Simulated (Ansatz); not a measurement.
boron atom (B), doublet; B3LYP/6-31G** run with Ansatz (a program for electronic structure).

Ansatz was given this input:
Ansatz 0.2 input:
```yaml
crystal:
  periodic: [false, false, false]
  atoms:
    - {symbol: B, position_ang: [0.00000000, 0.00000000, 0.00000000]}
basis:
  gaussian:
    orbitals: 6-31G__.json
hamiltonian:
  xc: b3lyp
magnetization: {spin_polarized: true, initial_magnetization: 1}
accuracy: high
```
The basis file holds 6-31G** in the JSON format of the Basis Set Exchange.

It wrote (shortened):

```
Functional definition: B3LYP
99 factors; integrals over basis functions are off by at most 1.0e-9 eV
mean field evaluation 1: about -670.8382 eV, gradient 2.5e0 eV
mean field evaluation 2: about -670.8814 eV, gradient 4.1e-1 eV
mean field evaluation 4: about -670.8779 eV, gradient 3.9e-1 eV
mean field evaluation 8: about -670.8791 eV, gradient 4.5e-4 eV
mean field evaluation 16: about -670.8791 eV, gradient 2.6e-7 eV
mean field -670.87912607 eV, -24.6543531449 hartree, gradient 5.5e-8 eV, S^2 0.751611; 0 other end points of the search recorded, 0 dependent functions left out
reference -670.87914819 eV, -24.6543539577 hartree; 3, 2 occupied and 12, 13 virtual orbitals, 99 factors
Total energy: -670.87914819 eV, -24.6543539577 hartree
```
